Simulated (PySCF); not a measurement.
Predicted microwave data (PBE0/pcSseg-1 in PySCF (dipole) on a GFN2-xTB geometry, gas phase) for one isomer of CH15NOSi5:

| Property | Result |
| --- | --- |
| Rotational constants | A = 862.0, B = 536.4, C = 489.2 MHz |
| Dipole components | \|μa\| = 0.90 D, \|μb\| = 1.14 D, \|μc\| = 0.25 D |
| Inertial defect | -495.41 u·Å² |
| κ | -0.75 |

Question: Which structure is it? (One computed conformer of each.)
A. `[CH3:1][NH:2][SiH2:3][Si:4]([SiH3:5])([SiH3:6])[O:7][SiH3:8]` with C1–N2–Si3–Si4 176°, N2–Si3–Si4–Si5 68°, Si3–Si4–O7–Si8 -177°
B. `[CH3:1][O:2][SiH2:3][Si:4]([SiH3:5])([SiH3:6])[SiH2:7][NH2:8]` with C1–O2–Si3–Si4 178°, O2–Si3–Si4–Si5 -62°, Si3–Si4–Si7–N8 171°, Si4–Si7–N8–H 53° and -170°
C. `[OH:1][Si@@:2]([SiH3:3])([CH2:4][SiH3:5])[N:6]([SiH3:7])[SiH3:8]` with H–O1–Si2–Si3 177°, O1–Si2–C4–Si5 59°, O1–Si2–N6–Si7 -1°
D. `[CH3:1][NH:2][Si@H:3]([SiH3:4])[SiH2:5][SiH2:6][SiH2:7][OH:8]` with C1–N2–Si3–Si4 -53°, N2–Si3–Si5–Si6 41°, Si3–Si5–Si6–Si7 -167°, Si5–Si6–Si7–O8 11°, Si6–Si7–O8–H 180°

Answer: B. It is CO[SiH2][Si]([SiH3])([SiH3])[SiH2]N, an asymmetric top, point group C1. The candidates at the same level (rigid rotor, commonest isotopes):

```json
{"SMILES": "O[Si@@]([SiH3])(C[SiH3])N([SiH3])[SiH3]", "A (MHz)": "791.9", "B (MHz)": "710.0", "C (MHz)": "565.6", "μa (D)": "1.20", "μb (D)": "0.32", "μc (D)": "0.26", "Δ (u·Å²)": "-456.39", "point group": "C1", "rotor": "asymmetric top"}
{"SMILES": "CN[Si@H]([SiH3])[SiH2][SiH2][SiH2]O", "A (MHz)": "1528", "B (MHz)": "305.6", "C (MHz)": "288.3", "μa (D)": "1.56", "μb (D)": "0.95", "μc (D)": "0.26", "Δ (u·Å²)": "-231.50", "point group": "C1", "rotor": "near-prolate asymmetric top"}
{"SMILES": "CN[SiH2][Si]([SiH3])([SiH3])O[SiH3]", "A (MHz)": "940.5", "B (MHz)": "462.1", "C (MHz)": "452.0", "μa (D)": "0.61", "μb (D)": "0.16", "μc (D)": "0.46", "Δ (u·Å²)": "-512.89", "point group": "–", "rotor": "–"}
{"SMILES": "CO[SiH2][Si]([SiH3])([SiH3])[SiH2]N", "A (MHz)": "862.0", "B (MHz)": "536.4", "C (MHz)": "489.2", "μa (D)": "0.90", "μb (D)": "1.14", "μc (D)": "0.25", "Δ (u·Å²)": "-495.41", "point group": "C1", "rotor": "asymmetric top"}
```

`O[Si@@]([SiH3])(C[SiH3])N([SiH3])[SiH3]` has B 32 % too high; `CN[Si@H]([SiH3])[SiH2][SiH2][SiH2]O` has A 77 % too high; `CN[SiH2][Si]([SiH3])([SiH3])O[SiH3]` has B 14 % too low. No structure here is proved a minimum.
